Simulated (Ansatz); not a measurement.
Two isomers of C2H3BrO: A = `C=C(O)Br`, B = `BrC1CO1`.

Program: Ansatz. Geometries: PBE0-D4/def2-TZVP. ΔE: electronic, gas phase. CCSD(T)/CBS is the MP2 limit (def2-TZVPP, def2-QZVPP) plus CCSD(T) − MP2 in def2-TZVPP, frozen cores. Functionals use def2-TZVPP. For Br outer-core shells are correlated without core-valence functions, which leaves a few kJ/mol of doubt a bond. Scalar relativity is left out up to krypton. Each species was taken in one conformer, which may not be the lowest.

Question: Which isomer does CCSD(T)/CBS put lower? Give the gap. (An estimate is asked.)

Answer: Ansatz gave: A, by 14.4 kcal/mol.

Question: Give E(B) − E(A) in kcal/mol with BLYP-D4, LDA (SPW92), CCSD(T)/def2-TZVPP, B2PLYP, PBE-D4, PBE0-D4, MP2/def2-TZVPP. (Estimate.)

Answer: The calculation gave: BLYP-D4 15.7, LDA (SPW92) 12.9, CCSD(T)/def2-TZVPP 13.9, B2PLYP 14.5, PBE-D4 12.3, PBE0-D4 12.1, MP2/def2-TZVPP 13.3. None reverses the order clearly.

Question: Does the order hold for the free energy at 298.15 K (harmonic terms from PBE0-D4)? (An estimate is asked.)

Answer: The calculation gave: Yes: G(B) − G(A) = +15.5 kcal/mol, for one conformer each.

Largest T1 diagnostic: 0.010.

In def2-TZVPP, CCSD(T) changes the Hartree–Fock value by −1.4 kcal/mol (the triples alone add +0.1 kcal/mol) and MP2 by −1.9 kcal/mol. Leaving LDA and LC-ωPBE aside and taking each functional with its dispersion term where it has one, the values, not all of them listed here, spread over 4.7 kcal/mol, from ωB97X-V to BLYP-D4. LDA lies +0.8 kcal/mol from PBE without D4.
